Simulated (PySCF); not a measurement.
A PySCF script (with the pyscf-properties extension) for the NMR shieldings of SMILES CO[SiH2]S[SiH2]SC, C$_{2}$H$_{10}$OS$_{2}$Si$_{2}$, on a GFN2-xTB geometry:

```python
import basis_set_exchange as bse
import numpy as np
from pyscf import gto, dft
from pyscf.prop import nmr

atoms = """
C    -3.201804    1.449356    0.076931
O    -2.942556    0.159182   -0.401603
Si   -1.803412   -0.899600   -0.002269
S     0.089689    0.121614    0.062402
Si    1.463974   -1.519901    0.172056
S     3.386382   -0.791533    0.737672
C     3.495053    0.780580   -0.180633
H    -3.692702    1.400209    1.051050
H    -2.275873    2.019543    0.171312
H    -3.862365    1.942064   -0.636820
H    -1.975718   -1.487329    1.320737
H    -1.851665   -1.816781   -1.119996
H     1.504751   -2.141286   -1.145290
H     1.081186   -2.441989    1.222297
H     2.572242    1.335845   -0.048855
H     3.674442    0.574271   -1.230816
H     4.331379    1.327786    0.240839
"""
names = dict.fromkeys(["C", "O", "Si", "S", "H"], "pcSseg-1")
basis = {el: gto.basis.parse(bse.get_basis(n, elements=[el], fmt="nwchem")) for el, n in names.items()}
mol = gto.M(atom=atoms, basis=basis, charge=0, verbose=0)
mf = dft.RKS(mol, xc="PBE0")
mf.grids.level = 2
mf.grids.alignment = dft.numint.BLKSIZE   # the property module wants whole blocks of grid points
mf.conv_tol = 1e-9
mf.kernel()

calc = nmr.RKS(mf)   # GIAO
C = mf.mo_coeff
Co = C[:, mf.mo_occ > 0]
resp = mf.gen_response(singlet=True, hermi=2)
def vind(x):   # induced exchange potential for any number of trial vectors
    d = np.einsum("pi,xij,qj->xpq", C, 2 * x.reshape(-1, C.shape[1], Co.shape[1]), Co, optimize=True)
    return np.einsum("xpq,pi,qj->xij", resp(d - d.transpose(0, 2, 1)), C, Co, optimize=True).ravel()
mo1, _ = nmr.rhf.solve_mo1(calc, with_cphf=vind)
sigma = calc.kernel(mo1)
for i, s in enumerate(sigma):   # ppm
    w = np.linalg.eigvalsh((s + s.T) / 2)
    print("%2d %-2s iso %8.1f  s11 %8.1f  s22 %8.1f  s33 %8.1f" % (i, mol.atom_pure_symbol(i), w.mean(), *w))
```

Problem. Give the expected output.

Solution. 
```
 0 C  iso    134.0  s11    107.1  s22    110.9  s33    183.8
 1 O  iso    326.9  s11    254.0  s22    342.2  s33    384.4
 2 Si iso    367.8  s11    331.0  s22    351.1  s33    421.2
 3 S  iso    774.9  s11    705.6  s22    772.2  s33    847.0
 4 Si iso    368.0  s11    309.5  s22    385.7  s33    408.7
 5 S  iso    702.1  s11    619.4  s22    671.2  s33    815.7
 6 C  iso    173.9  s11    165.1  s22    167.1  s33    189.5
 7 H  iso     28.0  s11     24.1  s22     25.3  s33     34.5
 8 H  iso     27.8  s11     22.3  s22     28.1  s33     32.9
 9 H  iso     27.7  s11     23.4  s22     25.3  s33     34.4
10 H  iso     26.0  s11     21.4  s22     25.2  s33     31.4
11 H  iso     26.5  s11     21.8  s22     25.8  s33     31.8
12 H  iso     26.1  s11     20.8  s22     25.3  s33     32.4
13 H  iso     26.7  s11     22.2  s22     25.4  s33     32.4
14 H  iso     29.3  s11     21.9  s22     30.9  s33     35.0
15 H  iso     29.6  s11     24.4  s22     26.5  s33     37.8
16 H  iso     29.6  s11     23.8  s22     26.6  s33     38.5
```

These numbers come from an equivalent density-fitted implementation of the same equations, which agrees with the script to about 0.01 ppm for H and up to a few tenths of a ppm for heavy atoms, so last digits may differ.

Problem. Turn these shieldings into chemical shifts. Scale: TMS for $^{13}$C (σref 186.93) and $^{29}$Si (σref 349.16) and $^{1}$H (σref 31.72); H2O for $^{17}$O (σref 336.08); CS2 for $^{33}$S (σref 503.73) (reference shieldings calculated alike).

Solution. Averaging equivalent atoms: C 0: 53.0; C 6: 13.1; O 1: 9.2; Si 2: -18.6; Si 4: -18.8; S 5: -198; S 3: -271; H 10/11: 5.46; H 12/13: 5.30; H 7/8/9: 3.91; H 14/15/16: 2.23 ppm. Experimental scales use liquid or dissolved standards, which lie at an offset from isolated H2O (liquid H2O: subtract about 36 ppm).

Size and cost of the density-fitted run: 197 basis functions, 50 s wall time on 1 thread of an Arm Neoverse N1, shared host; peak memory 0.83 GiB.
